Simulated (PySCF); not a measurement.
C₂H₇NOSi₂, SMILES C[SiH2][SiH2]OC#N.

Coordinates come from a PBE0-D3(BJ)/def2-SVP optimisation. This is a generated structure with no PubChem entry under its InChIKey; it may be hypothetical. One conformer was computed; it need not be the lowest.

Level of theory: PBE/def2-TZVP (PySCF).

Gas-phase values at a fixed geometry.

```json
{
  "total_energy": "-788.94156 hartree",
  "highest_occupied_level": "-6.92 eV",
  "lowest_empty_level": "-2.18 eV",
  "orbital_gap": "4.74 eV",
  "dipole_moment": "5.66 D",
  "quadrupole, principal values (traceless, Buckingham form, about the centre of nuclear charge)": "-14.48, 5.69, 8.78 D·Å",
  "mean_static_polarisability": "88.3 bohr³ (13.09 Å³)",
  "polarisability_principal_values": "71.7, 89.2, 104.0 bohr³"
}
```
